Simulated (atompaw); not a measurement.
## Building the PAW (atompaw) potential for silver (PBEsol, scalar-relativistic).

* Element: silver
* Generator: atompaw 4.2.0.5
* Type: PAW
* Functional: PBEsol
* Relativity: scalar-relativistic
* Frozen core: [Kr]
* Valence charge: 11
* Reference configuration: 4d10 5s1 5p0
* Partial waves: 5s (bound): rc 3.00 bohr; 5s channel at 0.05 Ry: rc 3.00 bohr; 5p (bound, empty): rc 3.00 bohr; 5p channel at 1.25 Ry: rc 3.00 bohr; 4d (bound): rc 2.05 bohr; 4d channel at 1.8 Ry: rc 3.00 bohr
* Local potential: troulliermartins scheme with l = 3 at 0.5 Ry, radius 2.10 bohr
* Core correction: smooth core density matched at 1.60 bohr
* Augmentation charge: sinc compensation charge, radius 2.30 bohr; PAW radius 3.00 bohr; waves and projectors: custom polynom2 7 10 vanderbiltortho

- Cutoffs needed: 25 Ry and 50 Ry (the cutoffs (Ry, on a coarse ladder) from which the occupation-weighted sum of valence levels, in a spherical-Bessel basis at the reference potential, stays within 10 and 1 mRy of its value at 400 Ry)
- Ghost test: ghost state, extra bound levels that the all-electron valence spectrum of the same l lacks: s at -44.9 eV; a true bound ghost makes a file unfit for plane-wave use (spherical-Bessel basis up to 400 Ry, 20 bohr box)
- Lowest eigenvalue of the overlap operator: 0.64 (d channel)
- Overlap eigenvalues printed by atompaw (projector basis): 0.251, 0.413, 0.886, 626, 834, 7.52e+04
- Share of each valence orbital outside the PAW sphere: 5s 47 %, 5p 84 %, 4d 3 %
